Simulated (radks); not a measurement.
Q: The arsenic ion As10+ is in [Ar] 3d5. All-electron calculation, scalar-relativistic Kohn-Sham, PBEsol, spin-polarised, spherical densities, finite nucleus; Fermi nuclear charge, rms radius of each element as measured or else 0.836 A^(1/3) + 0.57 fm. Program: a radial shooting solver on a logarithmic mesh with Libxc functionals. Open shells are filled with parallel spins first. One electron is removed from 3p, 3s, 2p, 3d in turn, with full relaxation. Which removal costs least, and what does each cost?

A: 3d 296.16 eV; 3p 378.26 eV; 3s 436.02 eV; 2p 1610.1 eV. The 3d electron leaves first.
